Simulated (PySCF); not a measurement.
**Working out the ionisation energy of Ag²⁺**

Ag²⁺ [Kr] 4d9 (2D) → Ag³⁺ [Kr] 4d8 (3F). Computed with PySCF 2.14 in x2c-SVPall (6s5p5d1f, 53 functions), with the spin-free X2C one-electron Hamiltonian (Gaussian nucleus). Frozen: [Kr]. Energies in hartree (1 hartree = 27.21139 eV):

```json
{"part": "UHF", "Ag²⁺ (lower)": "-5311.345242", "Ag³⁺ (upper)": "-5310.132060"}
{"part": "MP2 opposite-spin", "Ag²⁺ (lower)": "-0.131275", "Ag³⁺ (upper)": "-0.096239"}
{"part": "MP2 same-spin", "Ag²⁺ (lower)": "-0.078718", "Ag³⁺ (upper)": "-0.062209"}
```

**Question.** What does Hartree-Fock give?

**Answer.** (-5310.132060) − (-5311.345242) = 1.213182 hartree = 33.012 eV.

**Question.** What do MP2 and SCS-MP2 (6/5 opposite-spin, 1/3 same-spin) give?

**Answer.** The opposite-spin parts differ by 0.953 eV and the same-spin parts by 0.449 eV. MP2: 33.012 + (0.953) + (0.449) = 34.414 eV. SCS-MP2: 33.012 + 1.2 × (0.953) + (0.449)/3 = 34.305 eV.

Reference: 34.8 ± 0.3 eV (semi-empirical (NIST evaluation); NIST Atomic Spectra Database, ionization energies), between the lowest levels; spin-orbit coupling is absent from the calculation.

A double-zeta basis recovers only part of the correlation energy.

What remains against the reference includes basis incompleteness, the frozen core and correlation beyond second order.
